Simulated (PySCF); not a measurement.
SMILES CC[SiH2]C(=O)C, GFN2-xTB optimised geometry.

```
16

C      2.67    -1.39    -0.04
C      1.15    -1.27     0.02
Si     0.55     0.53     0.00
C     -1.37     0.53     0.00
C     -2.05     1.88     0.00
O     -2.00    -0.50     0.00
H      3.06    -0.94    -0.95
H      3.13    -0.89     0.81
H      2.98    -2.44    -0.02
H      0.72    -1.80    -0.83
H      0.79    -1.77     0.91
H      1.00     1.28     1.19
H      0.99     1.26    -1.20
H     -3.13     1.78    -0.01
H     -1.74     2.43     0.88
H     -1.72     2.44    -0.87
```

Density from CAM-B3LYP/def2-TZVP run with PySCF at that geometry.

Minimum of the electron density along straight lines between bonded atoms, close to the bond critical point (lines longer than 1.1 times the sum of covalent radii, or with two minima, are not listed):

```
bond     length / Å  ρ at the minimum / e bohr⁻³  ∇²ρ there / e bohr⁻⁵  position (fraction from the first atom)
-------  ----------  ---------------------------  --------------------  ---------------------------------------
C1–C2         1.525                        0.243                   [?]                                     0.50
C2–Si3        1.895                        0.122                  0.12                                     0.61
Si3–C4        1.928                        0.117                  0.13                                     0.38
C4–C5         1.506                        0.264                   [?]                                     0.51
C4–O6         1.210                          [?]                 -0.08                                     0.34
C1–H7         1.088                        0.281                 -0.97                                     0.64
C1–H8         1.088                        0.281                 -0.97                                     0.64
C1–H9         1.089                        0.280                 -0.97                                     0.64
C2–H10        1.092                        0.276                 -0.93                                     0.64
C2–H11        1.092                        0.275                 -0.93                                     0.64
Si3–H12       1.469                        0.124                  0.17                                     0.49
Si3–H13       1.469                        0.124                  0.17                                     0.49
C5–H14        1.088                        0.281                 -0.98                                     0.65
C5–H15        1.088                        0.278                 -0.95                                     0.64
C5–H16        1.087                        0.278                 -0.95                                     0.64
```

### Question
What belongs in the gaps?

### Answer

- C1–C2, ∇²ρ there / e bohr⁻⁵: -0.59
- C4–C5, ∇²ρ there / e bohr⁻⁵: -0.70
- C4–O6, ρ at the minimum / e bohr⁻³: 0.420
